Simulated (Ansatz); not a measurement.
Reaction (redistribution): `CC(C)[O][Mg][OH]` + `BCBF` → `CC(C)[O][Mg][F]` + `BCBO`

Isolated molecules relaxed with PBE0-D4/def2-TZVP in Ansatz; ΔE leaves out vibrations. CBS: MP2 limit from def2 TZ/QZ plus the TZ coupled-cluster correction, frozen cores. DFT in def2-TZVPP. For Mg outer-core shells are correlated without core-valence functions, which leaves a few kJ/mol of doubt a bond. One conformer a species, not always the lowest.

```json
{"level": "PBE-D4", "ΔE (kJ/mol)": "-59.4", "difference from CCSD(T)/CBS": "-6.3"}
{"level": "PBE-QIDH", "ΔE (kJ/mol)": "-54.6", "difference from CCSD(T)/CBS": "-1.5"}
{"level": "revPBE", "ΔE (kJ/mol)": "-58.2", "difference from CCSD(T)/CBS": "-5.1"}
{"level": "r2SCAN", "ΔE (kJ/mol)": "-53.9", "difference from CCSD(T)/CBS": "-0.8"}
{"level": "PBE0", "ΔE (kJ/mol)": "-56.0", "difference from CCSD(T)/CBS": "-2.9"}
{"level": "r2SCAN0", "ΔE (kJ/mol)": "-52.9", "difference from CCSD(T)/CBS": "0.2"}
{"level": "BHLYP", "ΔE (kJ/mol)": "-50.9", "difference from CCSD(T)/CBS": "2.2"}
{"level": "LC-ωPBE", "ΔE (kJ/mol)": "-55.6", "difference from CCSD(T)/CBS": "-2.5"}
{"level": "CCSD/def2-SVP", "ΔE (kJ/mol)": "-63.9", "difference from CCSD(T)/CBS": "-10.8"}
{"level": "CCSD(T)/def2-SVP", "ΔE (kJ/mol)": "-65.1", "difference from CCSD(T)/CBS": "-12.0"}
{"level": "CCSD(T)/CBS", "ΔE (kJ/mol)": "-53.1", "difference from CCSD(T)/CBS": "0"}
```

Largest T1 diagnostic among the species: 0.013.

At CCSD(T), def2-SVP lies −12.0 kJ/mol from the extrapolated value and def2-TZVPP −0.0 kJ/mol. Leaving LDA and LC-ωPBE aside and taking each functional with its dispersion term where it has one, the values, not all of them listed here, spread over 9.5 kJ/mol, from revPBE-D4 to BHLYP-D4. From BLYP to BHLYP (50 % exact exchange), in def2-TZVPP and without D4, ΔE moves by +4.4 kJ/mol.

CCSD(T)/CBS has its own doubt, a few kJ/mol and more with outer-core shells, so smaller differences from it don't rank the levels.
